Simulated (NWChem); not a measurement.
A calculation on FNa

SMILES: [Na][F]
```xyz
2

Na     0.0000     0.0000    -0.8497
F      0.0000     0.0000     1.0385
```
Charge 0, spin multiplicity 1.

Everything below was run with NWChem. Structure: optimised with PBE0/def2-SVP, a minimum by its harmonic frequencies.

The structure started from a generated list of species. No SCF solution was tested for a lower state.

Worked example. At PBE0/def2-TZVP the molecule has a total energy of -262.01949 Ha and the free atoms (multiplicities Na 2, F 2) Na -162.17540, F -99.67618 Ha. The electronic atomisation energy is the atoms' sum less the molecule's energy.

1·(-162.17540) + 1·(-99.67618) = -261.85158 Ha for the atoms; less the molecule's energy this leaves 0.16791 Ha, or 105.4 kcal/mol (441 kJ/mol), without zero-point, thermal or spin-orbit terms.
